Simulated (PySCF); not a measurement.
Coordinates in bohr (charge 0 multiplicity 1):
```
Ga    0.0000    0.0000    0.0000
I     4.7317    0.0000    0.0000
I    -2.3658    4.0978    0.0000
I    -2.3659   -4.0978    0.0000
```

Computed with B3LYP/[Ga def2-SVP, I def2-SVP with ECP28], scalar-relativistic core potentials, density fitting, no spin–orbit coupling, PySCF.

This geometry of GaI₃ is a stationary point at this level.

Q: What is the point group?

A: D3h.

Q: Is it a minimum?

A: Yes: all harmonic wavenumbers are real.

Q: List the harmonic modes with their infrared intensities.

A: 
```json
{"symmetry": "e'", "ω (cm⁻¹)": "60", "IR (km/mol, summed over degenerate members)": "1.4"}
{"symmetry": "a2''", "ω (cm⁻¹)": "93", "IR (km/mol, summed over degenerate members)": "1.8"}
{"symmetry": "a1'", "ω (cm⁻¹)": "152", "IR (km/mol, summed over degenerate members)": "0.0"}
{"symmetry": "e'", "ω (cm⁻¹)": "280", "IR (km/mol, summed over degenerate members)": "113"}
```

Q: What are the dipole moment and the gap between the highest occupied and lowest empty levels?

A: 0.00 D and 4.47 eV.

Q: Give the ideal-gas entropy at 298.15 K and 1 bar by parts.

A: translation 185.0, rotation 124.9, vibration 76.1, spin 0.0; total 386.0 J/(mol K).

In D3h the vibrations span 2e' + a2'' + a1'. The a1' mode carries no infrared intensity, as symmetry demands.
